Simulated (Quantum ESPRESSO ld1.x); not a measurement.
Mg6+, configuration [He] 2s2 2p2.

Calculated with ld1.x of Quantum ESPRESSO 7.5: Dirac Kohn-Sham, relativistic LDA (MacDonald-Vosko exchange, VWN5 correlation), spin-unpolarised, spherical densities, point nucleus; open shells are shared between the two j in proportion to 2j + 1.

Energy parts (eV):
part                    energy
total                  -4879.2
kinetic                 4882.7
electron-nucleus      -10678.9
Hartree                 1208.6
exchange-correlation    -291.6

Orbitals (lengths in bohr, moments of r in powers of bohr; r(90%) holds 90 % of the orbital's charge):
| orbital | occ. | eigenvalue (eV) | r(90%) | <1/r> | <r> | small-component weight |
|---|---|---|---|---|---|---|
| 1s1/2 | 2 | -1448.72 | 0.234 | 11.60 | 0.1308 | 1.78e-03 |
| 2s1/2 | 2 | -230.283 | 0.942 | 2.413 | 0.6094 | 3.07e-04 |
| 2p1/2 | 0.666667 | -202.862 | 0.895 | 2.344 | 0.5473 | 2.92e-04 |
| 2p3/2 | 1.33333 | -202.422 | 0.897 | 2.336 | 0.5487 | 2.91e-04 |
| 3s1/2 | 0 | -80.0549 | 2.29 | 0.9182 | 1.576 | 9.95e-05 |
| 3p1/2 | 0 | -72.4940 | 2.34 | 0.8825 | 1.579 | 9.34e-05 |
| 3p3/2 | 0 | -72.3991 | 2.35 | 0.8807 | 1.581 | 9.32e-05 |

The highest occupied level is 2p3/2 at -202.42 eV. Summed over all electrons, <r^2> = 1.656 bohr^2, which gives a Langevin (diamagnetic) susceptibility term of -1.31 x 10^-6 cm^3/mol. The density falls to 0.001 e/bohr^3 at r = 1.66 bohr.
